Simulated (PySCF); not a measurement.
A GIAO shielding run with PySCF 2.14.0 with density-fitted response routines (density fitting, non-relativistic, gas phase) on SMILES COC[C@H]1CBCCC1, C7H15BO:

```
$ OMP_NUM_THREADS=1 python probes_run.py task.json out

{"job": {"kind": "nmr", "xc": "mPW1PW91", "basis": "pcSseg-1", "pop": false}, "charge": 0, "multiplicity": 1}
C      3.029683    -1.093912    -0.623402
O      2.106947    -0.570425    -1.526551
C      1.413115     0.555617    -1.066596
C      0.331954     0.263133    -0.030252
C     -0.339883     1.557979     0.432426
B     -1.703320     1.381668     1.180262
C     -2.510049     0.052717     1.020706
C     -1.709122    -1.144838     0.507148
C     -0.688124    -0.746587    -0.552419
H      3.751048    -0.324790    -0.280892
H      2.555799    -1.535797     0.274182
H      3.588853    -1.888335    -1.138100
H      0.939522     1.006964    -1.955722
H      2.122466     1.306856    -0.658695
H      0.818921    -0.189786     0.854496
H     -0.642527     2.158468    -0.457559
H      0.355932     2.223523     0.971844
H     -2.190690     2.321465     1.776522
H     -3.270496     0.352915     0.263222
H     -3.115027    -0.187890     1.910915
H     -2.378158    -1.927196     0.112023
H     -1.173403    -1.611673     1.353224
H     -0.155012    -1.632357    -0.931219
H     -1.207872    -0.308916    -1.426904
```

Hardware: 1 thread of an Arm Neoverse V1, shared host. The job also computes ring-centre shieldings.

Problem. How large is the calculation?

Solution. 70 electrons, 228 basis functions and 1172 auxiliary functions.

Problem. How long does it take, and how much memory does it need?

Solution. 48 s of wall time, with 13 SCF cycles and 5 response iterations; peak memory 1.1 GiB. Times on a shared host scatter by some tens of per cent.

Problem. And these other runs on the same molecule and hardware: GIAO shielding at PBE0/pcSseg-1?

Solution. PBE0/pcSseg-1: 228 functions, 54 s.
